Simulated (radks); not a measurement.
Fractional charge and spin in the 5d shell of osmium: the spin-up occupation runs from 3 to 4 and the spin-down occupation from 3 to 4; the fullest corner is Os, [Xe] 4f14 5d(up 4, down 4). Calculated with a radial shooting solver on a logarithmic mesh with Libxc functionals: scalar-relativistic Kohn-Sham, SCAN, spin-polarised, spherical densities, finite nucleus; meta-GGA in the generalised Kohn-Sham scheme; Fermi nuclear charge, rms radius of each element as measured or else 0.836 A^(1/3) + 0.57 fm. Energy (eV) minus the two flat planes that join the four corners (they meet along the diagonal where the two added fractions sum to one electron); zero is where a piecewise linear energy would lie.

down \ up       3    3.25     3.5    3.75       4
3           0.000  -0.981  -1.293  -0.957   0.000
3.25       -0.981  -1.244  -0.862   0.140  -0.809
3.5        -1.293  -0.862   0.186  -0.720  -1.062
3.75       -0.957   0.140  -0.720  -1.019  -0.781
4           0.000  -0.809  -1.062  -0.781   0.000

Corners above the fullest one (they belong to Os+ and the next ion): (up 4, down 3) 7.466 eV, (up 3, down 4) 7.466 eV, (up 3, down 3) 25.135 eV. With half an added electron in each spin the energy lies 0.186 eV from the planes, and with half an added electron in spin up alone -1.293 eV. The planes are only a guide here: the flat-plane condition holds for ground states with one frontier orbital, while this shell is degenerate and averaged over m.
